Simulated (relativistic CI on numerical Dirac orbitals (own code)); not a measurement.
Lu3+: O2,3 absorption edge

Computed with this model: Dirac-Coulomb-Breit CI, KLI orbitals optimised for each configuration, model QED, valence Slater integrals scaled by 0.9, multiplet model of core-to-valence dipole absorption; configurations [Xe] 4f14 → [Kr] 4d10 4f14 5s2 5p5 5d; 80 K; Lorentzian 1.5 eV and Gaussian 0.3 eV FWHM. Energies are those of the free ion, without screening or charge transfer. The branching ratio is the share of the lower-energy edge in the whole absorption, uncertain by about 0.02 where the edges overlap. S is read from ⟨S²⟩ = S(S + 1).

Field parameters in Wybourne normalisation: Oh B⁴₀ = 21Dq, B⁴₄ = √(5/14) B⁴₀. The field is a parameter set, without covalency.

free ion: ground-state S = 0.00, centroid 40.52 eV. Peaks (eV, height): 34.0 (26), 42.2 (100).

Oh, 10Dq = 15850 cm⁻¹: ground-state S = 0.00, centroid 40.52 eV. Peaks (eV, height): 34.2 (23), 38.2 (11), 42.2 (100).

Oh, 10Dq = 24650 cm⁻¹: ground-state S = 0.00, centroid 40.52 eV. Peaks (eV, height): 31.2 (8), 34.5 (19), 38.2 (21), 42.8 (100).

Oh, 10Dq = 33450 cm⁻¹: ground-state S = 0.00, centroid 40.52 eV. Peaks (eV, height): 31.0 (12), 34.8 (13), 38.2 (33), 43.0 (100).

Oh, 10Dq = 42300 cm⁻¹: ground-state S = 0.00, centroid 40.52 eV. Peaks (eV, height): 30.5 (16), 35.2 (9), 38.2 (48), 43.5 (100).

Strongest unbroadened transitions for free ion:

```csv
Energy (eV),Relative strength
29.03,0.3
34.08,25.0
42.16,100.0
```
